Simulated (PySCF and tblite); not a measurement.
The numbers below are computed, except where a source is named.
Molecule: C₄H₁₀BO₃ (charge -1), numbered as in [CH3:1][O:2][B@@H-:3]1[O:4][CH2:5][C@@H:6]([CH3:7])[O:8]1; H named by carrier, a and b as here (phase angle P 288°, Å):

```
C1       2.429    0.423    0.583
O2       2.317   -0.858    0.073
B3       0.975   -1.264   -0.418
O4       0.468   -0.371   -1.526
C5      -0.546    0.429   -1.052
C6      -0.952   -0.105    0.349
C7      -2.409   -0.597    0.377
O8      -0.081   -1.131    0.652
H1a      3.462    0.572    0.930
H1b      2.209    1.191   -0.177
H1c      1.750    0.591    1.435
H3       1.099   -2.401   -0.793
H5a     -0.225    1.490   -0.977
H5b     -1.406    0.398   -1.748
H6      -0.861    0.713    1.099
H7a     -2.537   -1.381   -0.366
H7b     -3.095    0.223    0.165
H7c     -2.634   -1.010    1.359
```

The ring 3–4–5–6–8 is held at Altona–Sundaralingam phase angles P (ν_j = ν_max cos(P + 144°(j − 2)), ν_j about the bond from ring atom j to j + 1, counted from 0) and the rest relaxed at GFN2-xTB. Energies: PBE0/pcSseg-1 + D3(BJ). Couplings: B3LYP/6-31G* with H pcJ-1, gas phase, for ¹H. (tblite 0.8, PySCF 2.14.)

One held structure gave ³J(H5b,H6) = 0.7, ³J(H5a,H6) = 7.1, ⁴J(H3,H5a) = -0.4, ⁴J(H3,H6) = -0.5, ⁴J(H3,H5b) = -0.7, ²J(H5a,H5b) = -5.9 Hz.

(1) At which phase angle P was it held?
A. 216°
B. 288°
C. 144°
D. 0°
E. 72°

The ion is treated without a counter-ion.

## Answers

(1) D. It lies 0.39 kcal/mol above the lowest point.
